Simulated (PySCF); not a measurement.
**Telling isomers of C5H7BO2 apart by NMR**

Method: couplings computed with B3LYP/pcJ-1 (spin–dipole term left out of most H,H and C,H couplings), σ from GIAO-PBE0/pcSseg-1, structure optimised with PBE0-D3(BJ)/def2-SVP, in PySCF 2.14.0 with density-fitted response routines (non-relativistic, rapidly exchanging positions averaged, one conformer, no solvent).

Chemical shifts δ = σref − σ; 1H (σ = 31.27 ppm), 13C (σ = 184.41 ppm) against TMS, all at this level. Multiplet labels drop J under 1 Hz and among equivalent protons, and merge close values. Unscaled 3J(H,H) run several per cent high. Carbons bonded to boron are broad in practice. Shifts are as computed. Against solution values, carbons near 30 ppm lie about +2 ppm off and those near 130 ppm about +5 ppm. Of 1309 compounds with measured shifts, 239 miss one by over three times the rms of a fit or turn the order of signals round; such compounds aren't used in these exercises. OH and NH positions are gas-phase values without hydrogen bonding to other molecules.

(1) Tabulate the signals of `CC1=CC/1=C\B(O)O`, `CC#CB1OCCO1`, `C/C=C/C#CB(O)O` and their relative energies.

(2) What is the quickest way to tell CC1=CC/1=C\B(O)O from CC#CB1OCCO1?

(3) What is the quickest way to tell CC#CB1OCCO1 from C/C=C/C#CB(O)O?

(4) What is the quickest way to tell CC1=CC/1=C\B(O)O from C/C=C/C#CB(O)O?

Results:

(1) 
```json
{"SMILES": "CC1=CC/1=C\\B(O)O", "carbon types": "2×C 2×CH 1×CH3", "δC": "152.9, 141.3, 141.3, 65.3, 13.0", "δH": "8.13 (quint, 1H), 3.95 (d, 1H), 2.31 (d, 3H), 2.12 (br s, 2H)", "E rel. (kcal/mol)": "14.7"}
{"SMILES": "CC#CB1OCCO1", "carbon types": "2×C 2×CH2 1×CH3", "δC": "106.0, 81.5, 67.9, 5.5", "δH": "4.13 (s, 4H), 1.93 (s, 3H)", "E rel. (kcal/mol)": "0.2"}
{"SMILES": "C/C=C/C#CB(O)O", "carbon types": "2×C 2×CH 1×CH3", "δC": "154.8, 118.6, 102.9, 96.6, 22.2", "δH": "6.49 (dq, 1H), 5.63 (dq, 1H), 2.89 (br s, 2H), 1.91 (dd, 3H)", "E rel. (kcal/mol)": "0.0"}
```

Energies are electronic energies at PBE0/pcSseg-1 on these geometries, without zero-point or thermal terms, each for the one conformer computed, which needn't be the lowest.

(2) Count the carbon signals: 5 against 4. The first has an alkene CH at 141.3 ppm, the second an sp3 CH2 bonded to O at 67.9 ppm. Their most deshielded carbons lie at 152.9 and 106.0 ppm. In the proton spectra the most deshielded non-exchanging signals are 8.13 (quint, J = 1.2 Hz, 1H) and 4.13 (s, 4H).

(3) Count the carbon signals: 4 against 5. The first has an sp3 CH2 bonded to O at 67.9 ppm, the second an alkene CH at 154.8 ppm. Their most deshielded carbons lie at 106.0 and 154.8 ppm. In the proton spectra the most deshielded non-exchanging signals are 4.13 (s, 4H) and 6.49 (dq, J = 16.7, 8.4 Hz, 1H).

(4) Both give the same number of carbon signals, with the same numbers of each carbon type, so the positions decide. The first has an alkene CH at 65.3 ppm, the second an alkyne carbon (C) at 96.6 ppm. Their most deshielded carbons lie at 152.9 and 154.8 ppm. In the proton spectra the most deshielded non-exchanging signals are 8.13 (quint, J = 1.2 Hz, 1H) and 6.49 (dq, J = 16.7, 8.4 Hz, 1H).
